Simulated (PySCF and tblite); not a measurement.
Results of a calculation; reference values are marked as such.
Stationary points of C$_{2}$H$_{9}$F$_{2}$SSi$_{2}$ (charge +1) at GFN2-xTB, in Å:

Structure A

```
 1 C    -0.339    1.340    2.064
 2 S    -0.256    0.374    0.520
 3 Si   -2.027    0.472   -1.017
 4 Si    1.622   -0.791    0.342
 5 C     1.248   -1.405   -1.466
 6 F    -0.054   -1.813   -1.551
 7 F     1.346   -0.344   -2.306
 8 H    -1.273    1.890    2.049
 9 H    -0.317    0.659    2.907
10 H     0.500    2.027    2.093
11 H    -1.256    0.783   -2.209
12 H    -2.725    1.576   -0.371
13 H    -2.562   -0.866   -0.828
14 H     1.521   -1.871    1.309
15 H     2.699    0.181    0.330
16 H     1.873   -2.211   -1.867
```

Structure B

```
 1 C    -0.011    1.547    1.355
 2 S    -0.673   -0.143    1.177
 3 Si   -2.100    0.155   -0.641
 4 Si    1.168   -1.318    0.614
 5 C     1.339   -0.913   -1.287
 6 F     0.173   -1.269   -1.903
 7 F     1.429    0.437   -1.434
 8 H    -0.853    2.200    1.561
 9 H     0.666    1.556    2.203
10 H     0.499    1.859    0.450
11 H    -1.275    0.972   -1.518
12 H    -3.141    0.878    0.078
13 H    -2.355   -1.235   -0.971
14 H     0.733   -2.690    0.795
15 H     2.230   -0.661    1.357
16 H     2.165   -1.367   -1.846
```

Structure C

```
 1 C    -0.473    1.125    1.954
 2 S     0.086    1.151    0.221
 3 Si   -1.855    0.481   -0.889
 4 Si    1.695   -0.432    0.199
 5 C     1.204   -1.418   -1.405
 6 F    -0.084   -1.858   -1.252
 7 F     1.176   -0.566   -2.458
 8 H    -1.256    1.871    2.051
 9 H    -0.852    0.144    2.223
10 H     0.365    1.401    2.585
11 H    -1.346    0.377   -2.242
12 H    -2.647    1.662   -0.567
13 H    -2.194   -0.718   -0.134
14 H     1.422   -1.255    1.368
15 H     2.912    0.332    0.005
16 H     1.818   -2.282   -1.686
```

The path came from a restrained scan, a climbing-image band and a saddle search at GFN2-xTB; energies are PBE0/pcSseg-1 + D3(BJ)//GFN2-xTB, thermal terms GFN2-xTB.

Task: Which structure is a saddle point, and along which motion?

Result: A: one imaginary mode (146i cm⁻¹ at GFN2-xTB, mostly on S2, C1), along the pyramidal inversion at S2.

Task: Give their symmetry and energies above the lowest.

Result: A C1, 10.9 kcal/mol; B C1, 0.0 kcal/mol; C C1, 1.6 kcal/mol.

The ion is treated without a counter-ion.
